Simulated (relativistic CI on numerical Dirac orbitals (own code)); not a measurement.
## Line list: Forbidden lines, K5+

These numbers are calculated, not measured: Dirac-Coulomb-Breit CI, separate exchange-only KLI orbitals for each configuration, a model potential for QED, valence Slater integrals scaled by 0.9, configuration energies shifted to the measured levels that pair with them (semi-empirical) (own radial code, finite nucleus).

CI space (outside the closed core [Ne]): 3s2.3p2, 3s.3p3, 3s2.3p.3d, 3s2.3p.4s, 3p4, 3s2.3d2, 3s.3p2.3d, 3p2.3d2, 3p3.3d, 3s2.3p.4p, 3s.3p.3d2, 3s2.3p.4d, 3s2.3p.4f, 3s.3p2.4s, 3s2.3p.5s, 3s2.3p.5p, 3s.3p2.4p, 3s2.3p.5d, 3s2.3p.5f, 3s2.3d.4s, 3s2.3p.5g, 3s.3p2.4d, 3s.3p2.4f, 3s2.3d.4p, 3s.3p2.5s, 3p3.4s, 3s.3p2.5p, 3s.3p2.5d, 3s.3p.3d.4s, 3p3.4p. Levels of other configurations are missing.

```tsv
λ vac (Å)	Lower	Upper	Type	A (s⁻¹)	log gf
1259.0	3s.3p3 3D°_2 [8]	3s2.3p.3d 3F°_4 [17]	E2	4.68e-01	-9.00
1262.2	3s.3p3 3D°_3 [9]	3s2.3p.3d 3F°_4 [17]	E2	3.22e-01	-9.16
1730.3	3s.3p3 3P°_2 [12]	3s2.3p.3d 3F°_4 [17]	E2	7.70e+00	-7.51
2368.8	3s2.3p2 3P_1 [2]	3s2.3p2 1S_0 [5]	M1	1.56e+01	-7.88
4166.2	3s2.3p2 1D_2 [4]	3s2.3p2 1S_0 [5]	E2	3.58e+00	-8.03
5490.5	3s2.3p2 3P_1 [2]	3s2.3p2 1D_2 [4]	M1	5.46e-01	-7.91
6085.1	3s2.3p2 3P_2 [3]	3s2.3p2 1D_2 [4]	M1	1.20e+00	-7.48
56195.0	3s2.3p2 3P_1 [2]	3s2.3p2 3P_2 [3]	M1	7.55e-02	-6.75
89341.8	3s2.3p2 3P_0 [1]	3s2.3p2 3P_1 [2]	M1	2.51e-02	-7.05
```

Terms are leading LS components. Brackets give the number of a level in order of energy, since labels repeat. The list gives strong lines, with weight on those to low levels, without configurations that were not tied to measured data, among the lowest 400 of 812 levels, so that lines to higher ones, which can be the strongest, are missing. Levels whose partners in the same complex of configurations lie outside the list can be far off, and so can their lines. Rates are taken at the computed energies, electric ones in the length gauge.

Configurations whose levels could be paired with our table of measured levels were shifted onto them, all but the ground configuration, by the median error of their levels; single terms can still be off by 1,000 to 2,000 cm⁻¹ or more, and rates follow the energies as ν³ (E1, M1) or ν⁵ (E2). The others borrow a shift and can be off by several thousand cm⁻¹ or more. 24 of the 25 excited levels that our extract of the measured tables holds in this range could be paired (the sources list more); they are missed by 332 cm⁻¹ on average and 1022 at most, after the shifts were fitted to these levels, and levels without a partner can miss by more.

LS names give the leading component of a level, which can be under half, so a name can repeat, a term be missing and a line seem to break the LS rules.
